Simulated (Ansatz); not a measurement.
A family of molecules: the HOMO–LUMO gap

Gas-phase molecules, one atom swapped for its congeners: C10H12O2Ti `[OH][Ti]12345678([OH])([CH]9[CH]1[CH]2[CH]3[CH]94)[CH]1[CH]5[CH]6[CH]7[CH]18`; C10H12O2Zr `[OH][Zr]12345678([OH])([CH]9[CH]1[CH]2[CH]3[CH]94)[CH]1[CH]5[CH]6[CH]7[CH]18`; C10H12HfO2 `[OH][Hf]12345678([OH])([CH]9[CH]1[CH]2[CH]3[CH]94)[CH]1[CH]5[CH]6[CH]7[CH]18`. All are singlets with charge 0.

Shapes, held fixed at every level: PBE0-D4/def2-TZVP. Flexible molecules stand in one conformer, not always the lowest. Programs: Ansatz 0.2.0. Values in eV.

(1) How should the HOMO–LUMO gap change along the series?

Results:

(1) At wB97X-V/def2-TZVPP the HOMO–LUMO gap rises at every step, from 9.64 to 10.66 eV. Every level shows the same order. For atoms past krypton def2 sets carry core potentials with scalar relativity. Orbital gaps aren't excitation energies, and the LUMO depends on the basis.

| level | C10H12O2Ti | C10H12O2Zr | C10H12HfO2 |
| --- | --- | --- | --- |
| SPW92/def2-TZVPP | 3.25 | 4.40 | 4.58 |
| B3LYP-D4/def2-TZVPP | 4.88 | 5.94 | 6.15 |
| BHLYP-D4/def2-TZVPP | 7.36 | 8.19 | 8.33 |
| PBE0-D4/def2-TZVPP | 5.36 | 6.38 | 6.57 |
| r2SCAN0-D4/def2-TZVPP | 5.55 | 6.60 | 6.81 |
| wB97X-V/def2-TZVPP | 9.64 | 10.50 | 10.66 |
